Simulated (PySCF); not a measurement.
CH4ClFO2Si. Atoms are numbered in the order given.

```xyz
10

C     -2.1495    -0.4629     1.0020
O     -1.2171     0.5313     0.6563
Si     0.3030     0.2946     0.1448
O      1.2027    -0.3626     1.3398
F      0.8818     1.7242    -0.2927
Cl     0.3518    -0.9045    -1.5174
H     -1.8355    -1.0092     1.9067
H     -2.2884    -1.1872     0.1815
H     -3.1138     0.0240     1.2039
H      2.0909    -0.6653     1.1300
```

Geometry optimised at PBE0-D3(BJ)/def2-SVP. One conformer was computed; it need not be the lowest.

The numbers are results of PBE0/pcSseg-1 run with PySCF, not measurements.

GIAO shieldings, no solvent; atoms alike by connectivity are averaged. δ = σ(ref) − σ: ¹³C against TMS (σ = 186.3 ppm); ¹⁷O against H2O (σ = 334.2 ppm); ²⁹Si against TMS (σ = 352.7 ppm); ¹⁹F against CFCl3 (σ = 167.2 ppm); ³⁵Cl against HCl (σ = 945.9 ppm); ¹H against TMS (σ = 31.56 ppm), references at their B3LYP-D3(BJ)/def2-TZVP geometries, non-relativistic (without spin–orbit terms, shifts of atoms bonded to Cl or Br come out too high).

| nucleus | atoms | count | δ (ppm) |
|---|---|---|---|
| ¹³C | C1 | 1 | 54.6 |
| ¹⁷O | O4 | 1 | 68.5 |
| ¹⁷O | O2 | 1 | 35.7 |
| ²⁹Si | Si3 | 1 | -60.3 |
| ¹⁹F | F5 | 1 | -138.1 |
| ³⁵Cl | Cl6 | 1 | 24.3 |
| ¹H | H7, H8, H9 | 3 | 4.03 |
| ¹H | H10 | 1 | 2.59 |
